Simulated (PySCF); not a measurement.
Zero-point energy (kcal/mol) of eight halogen compounds: PBE-D3(BJ) beside PBE0-D3(BJ), computed with PySCF for isolated molecules in the bases named; differences from unrounded values. The eight are the first of their class met in an unordered collection, after screening for sound electronic states; none was chosen by its value. Each level has its own optimised geometry.

| molecule | basis | PBE0-D3(BJ) | PBE-D3(BJ) | difference |
|---|---|---|---|---|
| (Z)-1-chloropent-1-ene (C5H9Cl), SMILES CCC/C=C\Cl | def2-SVP | 80.76 | 78.12 | -2.64 |
| C5H5F, SMILES FC1=CCC=C1 | def2-SVP | 53.53 | 51.61 | -1.92 |
| 4-chlorobut-1-ene (C4H7Cl), SMILES C=CCCCl | def2-SVP | 62.93 | 60.82 | -2.10 |
| C5H7F, SMILES C1CC=C[C@@H]1F | def2-SVP | 68.83 | 66.38 | -2.45 |
| C3H3ClF2, SMILES F[C@@H]1C[C@@]1(F)Cl | def2-SVP | 35.67 | 34.17 | -1.50 |
| trans-(1R,2R)-1-chloro-2-ethynylcyclopropane (C5H5Cl), SMILES C1[C@H]([C@H]1C#C)Cl | def2-SVP | 51.51 | 49.58 | -1.93 |
| 2-chlorocyclopenta-1,3-diene (C5H5Cl), SMILES ClC1=CCC=C1 | def2-SVP | 52.55 | 50.69 | -1.86 |
| C₃H₃Cl₃, SMILES CC(Cl)=C(Cl)Cl | def2-SVP | 33.21 | 31.96 | -1.24 |

PBE-D3(BJ) lies below PBE0-D3(BJ) in 8 and above it in 0 of the eight; the mean signed difference is -1.96 and the largest -2.64 kcal/mol.
